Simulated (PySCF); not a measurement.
Electron correlation in Ir⁴⁹⁺ (iridium, charge +49)

Starting occupation: [Ar] 3d10. Calculation: PySCF 2.14, in an uncontracted even-tempered set (18 s from 4.4 bohr⁻², ratio 2.6; 15 p from 5.7 bohr⁻², ratio 2.6; 10 d from 5.7 bohr⁻², ratio 2.6; 5 f from 5.8 bohr⁻², ratio 2.8); X2C-1e with screened-nucleus spin-orbit coupling, Gaussian nucleus. Frozen: [Ar]; 10 electrons correlated; the 98 highest virtual spinors left out.

MP2 pair energies summed by pair of shells (mhartree):

```json
{"pair": "3d3/2-3d5/2", "energy": "-189.28", "share (%)": "49.7"}
{"pair": "3d5/2-3d5/2", "energy": "-133.99", "share (%)": "35.1"}
{"pair": "3d3/2-3d3/2", "energy": "-57.94", "share (%)": "15.2"}
```

Total MP2 correlation energy: -381.20 mhartree.

The virtual space was cut to 70 spinors, which keep -376.81 of the -381.20 mhartree of MP2 correlation.

```
  level  correlation energy (mhartree)
   CCSD                        -373.46
    (T)                          -0.14
CCSD(T)                        -373.60
```

Diagnostics: T1 = 4.5e-05, largest double amplitude 0.005.

Is a single reference adequate?

Yes: T1 lies below 0.03 and no double amplitude reaches 0.07.

At this charge the one-electron X2C treatment keeps the bare 1/r₁₂, with no two-electron picture change or Breit term. The effect here is smaller than on the frozen 1s shell.
